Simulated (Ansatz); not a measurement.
Program: Ansatz. Geometries: PBE0-D4/def2-TZVP. ΔE: electronic, gas phase. CBS: MP2 limit from def2 TZ/QZ plus the TZ coupled-cluster correction, frozen cores. Functionals use def2-TZVPP. One conformer a species, not always the lowest.

Reaction (redistribution): `CBS` + `S=C[SiH2]S` → `CBC=S` + `S[SiH2]S`

```json
{"level": "r2SCAN-D4", "ΔE (kJ/mol)": "9.7"}
{"level": "CCSD(T)/def2-TZVPP", "ΔE (kJ/mol)": "21.6"}
```

(1) What does CCSD(T)/CBS give? (An estimate is asked.)

(2) What do rigid-rotor, harmonic-oscillator terms from PBE0-D4/def2-TZVP frequencies (298.15 K, 1 bar) make of the CCSD(T)/CBS value? (An estimate is asked.)

Largest T1 diagnostic among the species: 0.019.

Answers

(1) Ansatz gave: +18.9 kJ/mol. The listed levels differ from it by -9.2, 2.7 kJ/mol.

(2) The calculation gave: ΔZPE = -2.4 kJ/mol, ΔH = +17.4 kJ/mol, ΔS = 3 J/(mol·K), ΔG = +16.5 kJ/mol. Modes under 50 cm⁻¹ make the entropy rough.

Leaving LDA and LC-ωPBE aside and taking each functional with its dispersion term where it has one, the values, not all of them listed here, spread over 12.1 kJ/mol, from revPBE-D4 to CAM-B3LYP-D4. LDA lies −3.6 kJ/mol from PBE without D4. At CCSD(T), def2-SVP lies +13.3 kJ/mol from the extrapolated value and def2-TZVPP +2.6 kJ/mol.
